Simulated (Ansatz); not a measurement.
A nudged elastic band was laid between two geometries of CH₆O₂Sn (10 atoms, charge 0, multiplicity 1).

Method: RKS PBE0-D4/def2-SVP in Ansatz 0.2.0.

```
movable images  : 7
climbing image  : yes
spring          : 5.0 eV/Å²
optimiser       : quadratic models (default)
start path      : through a guess of the saddle point
force threshold : 0.03 eV/Å
iteration limit : 60
end points      : relaxed
```

Image 0:

```xyz
10
Properties=species:S:1:pos:R:3
Sn -0.614 -0.005 1.211
O -0.731 -0.293 -0.749
C 0.408 -0.597 -1.500
O 0.543 1.576 1.520
H 0.193 2.374 1.107
H 0.247 -1.280 1.951
H -2.232 0.289 1.665
H 0.934 -1.507 -1.147
H 1.149 0.226 -1.513
H 0.105 -0.783 -2.545
```

Image 8:

```xyz
10
Properties=species:S:1:pos:R:3
Sn -0.690 -0.025 1.169
O -0.713 -0.110 -0.813
C 0.419 -0.511 -1.528
O 0.660 1.330 1.695
H 0.455 2.207 1.351
H -0.071 -1.476 1.822
H -2.277 0.464 1.564
H 1.272 0.187 -1.413
H 0.166 -0.545 -2.602
H 0.779 -1.521 -1.245
```

(1) What changes between the two ends?

(2) Give the energies along the band, and the barrier.

(3) What is the geometry of the highest image?

(4) What are the harmonic wavenumbers there?

The band took 17 iterations and roughly 18 core-minutes.

## Answers

(1) No bond is made or broken.  The two ends are copies of one structure, up to a mirror image or an exchange of like atoms.

(2) The run converged. The highest image is number 4 of 0 to 8, 0.030 eV above the ends, which have the same energy within 2 meV. A vibrational analysis at the climbing image gives one clearly imaginary mode, 113i cm⁻¹: a first-order saddle point.

```tsv
image	path coordinate (Å)	energy (eV)
0	0.00	0.000
1	0.44	0.003
2	0.88	0.013
3	1.32	0.025
4	1.76	0.030
5	2.19	0.026
6	2.62	0.015
7	3.05	0.005
8	3.48	0.000
```

(3) 
```xyz
10
Properties=species:S:1:pos:R:3:forces:R:3
Sn -0.670 0.033 1.167 0.00 0.01 0.01
O -0.631 0.023 -0.813 0.02 -0.01 -0.02
C 0.403 -0.565 -1.549 -0.02 0.01 0.02
O 0.646 1.379 1.792 -0.01 0.01 -0.01
H 0.476 2.255 1.425 0.00 -0.02 0.01
H -0.054 -1.435 1.785 0.00 0.00 0.00
H -2.269 0.504 1.529 0.00 0.00 0.00
H 1.301 -0.816 -0.951 0.00 0.00 0.00
H 0.734 0.121 -2.349 0.01 0.00 -0.01
H 0.065 -1.499 -2.036 0.00 0.00 0.00
```

(4) 113i, 58, 159, 193, 256, 451, 531, 566, 624, 653, 671, 852, 1148, 1173, 1203, 1463, 1476, 1483, 1956, 1974, 2989, 3065, 3088, 3889 cm⁻¹.

Run time: 9.8 min on 2 threads of Arm Neoverse N1 (shared host), peak memory 0.24 GiB.
